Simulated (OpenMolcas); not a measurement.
Co3+, Rh3+, Ir3+: d⁶ down the group

* Program: OpenMolcas
* Method: SS-CASPT2, IPEA 0.25 Eh, imaginary shift 0.1 Eh
* Basis: ANO-RCC-VTZP
* Scalar Hamiltonian: DKH2, point nucleus
* Spin-orbit coupling: state interaction with AMFI integrals over the reference wave functions, term energies averaged over their components

Active space for each ion: 6 electrons in 5 orbitals (d); closed shells correlated by CASPT2: Co3+ 3s 3p; Rh3+ 4s 4p; Ir3+ 5s 5p.

Computed levels in cm-1 above ⁵D₄:

```json
{"Level": "⁵D₃", "Co3+": "657", "Rh3+": "1553", "Ir3+": "6080"}
{"Level": "⁵D₂", "Co3+": "1111", "Rh3+": "2430", "Ir3+": "5640"}
{"Level": "⁵D₁", "Co3+": "1401", "Rh3+": "3020", "Ir3+": "9040"}
{"Level": "⁵D₀", "Co3+": "1542", "Rh3+": "3300", "Ir3+": "9270"}
{"Level": "³H₆", "Co3+": "23970", "Rh3+": "18400", "Ir3+": "19940"}
{"Level": "³H₅", "Co3+": "24280", "Rh3+": "18680", "Ir3+": "29950"}
{"Level": "³P₁(1)", "Co3+": "24840", "Rh3+": "22320", "Ir3+": "36040"}
{"Level": "³F₃(1)", "Co3+": "25960", "Rh3+": "20490", "Ir3+": "22700"}
{"Level": "³F₂(1)", "Co3+": "26200", "Rh3+": "21160", "Ir3+": "23800"}
{"Level": "weight of ⁵D in the lowest level (%)", "Co3+": "100", "Rh3+": "98", "Ir3+": "83"}
```

Mixed levels, with the weight of the term that names them: Ir3+ ⁵D₂ (63 %), Ir3+ ³H₅ (51 %), Ir3+ ³P₁(1) (73 %), Ir3+ ³F₃(1) (50 %), Ir3+ ³F₂(1) (72 %).

Measured, with the error of the calculation in %. Measured levels: Co3+ from Sugar and Corliss, J. Phys. Chem. Ref. Data 10, 1097 (1981).

```json
{"Level": "⁵D₃", "Co3+": "639 (+2.8)"}
{"Level": "⁵D₂", "Co3+": "1078 (+3.1)"}
{"Level": "⁵D₀", "Co3+": "1494 (+3.3)"}
{"Level": "³H₆", "Co3+": "23680 (+1.2)"}
{"Level": "³H₅", "Co3+": "24032 (+1.0)"}
{"Level": "³P₁(1)", "Co3+": "24729 (+0.5)"}
{"Level": "³F₃(1)", "Co3+": "25736 (+0.9)"}
{"Level": "³F₂(1)", "Co3+": "25969 (+0.9)"}
```

The fine-structure level ⁵D₀ changes by a factor of 6.01 from Co3+ to Ir3+.

Without spin-orbit coupling ³H lies 23640, 17630, 16370 cm-1 above ⁵D in that order; the difference to the level ³H₆, of either sign, comes from spin-orbit coupling, which also lowers the zero.

CASPT2 does not keep the components of a term degenerate, so their means are used; among the terms shown or strongly mixed into the levels shown the widest spread is 110 cm-1 (3d⁶ ³H, Co3+). Measured partners are found by configuration, term and J. A level has none where our copy of the source lacks it or the pairing is in doubt (some pairs that miss far off the trend of their configuration count as doubtful), and it then counts in no deviation. Levels of configurations outside the active space are missing.

A number in round brackets counts repeated terms of one configuration in the order of the reference energies.
